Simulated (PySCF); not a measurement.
Several molecules and their computed UV-vis stick spectra, shuffled. Method used: TDDFT wB97X-D/def2-SVPD, vertical, gas phase, core orbitals frozen in the response (PySCF). Geometries: GFN2-xTB; one conformer of each isolated species. Triplets are in the Tamm–Dancoff approximation.

A. `C(F)[C@H]1C[SiH2]O1`
B. `O=C(O)C(F)(F)F`
C. `C=CCO[SiH2]F`

Lowest singlet levels (six at most, fewer where fewer were computed) with oscillator strengths:

1. 5.75 eV (f 0.001); 8.31 eV (f 0.059); 8.88 eV (f 0.176); 8.89 eV (f 0.003); 9.25 eV (f 0.002); 9.90 eV (f 0.006); T1 5.22 eV
2. 6.59 eV (f 0.001); 6.95 eV (f 0.054); 7.59 eV (f 0.011); 7.85 eV (f 0.011); 8.14 eV (f 0.023); 8.49 eV (f 0.011); T1 6.32 eV
3. 7.51 eV (f 0.027); 7.64 eV (f 0.380); 8.11 eV (f 0.024); 8.20 eV (f 0.002); 8.25 eV (f 0.012); 8.33 eV (f 0.031); T1 4.67 eV

Problem. Which spectrum belongs to which structure?

Solution. 1 = B, 2 = A, 3 = C.
- A: S1 at 6.59 eV, HOMO→LUMO (93%); Löwdin shares by element: HOMO oxygen 47%, carbon 19% or more, silicon 10% (atoms not listed hold the other 24%); LUMO silicon 39%, hydrogen 24% or more, oxygen 14% (atoms not listed hold the other 23%); HOMO -10.02 and LUMO 1.32 eV.
- B: S1 at 5.75 eV, HOMO→LUMO (98%); S1 has the pattern of n→π* at C=O; HOMO -11.35 and LUMO 0.60 eV; point group Cs.
- C: S1 at 7.51 eV, HOMO→LUMO+1 (57%), HOMO→LUMO+4 (14%), HOMO→LUMO+2 (10%); Löwdin shares by element: HOMO carbon 81% (atoms not listed hold the other 19%); LUMO carbon 53%, silicon 12% (atoms not listed hold the other 35%); HOMO -9.50 and LUMO 2.06 eV.
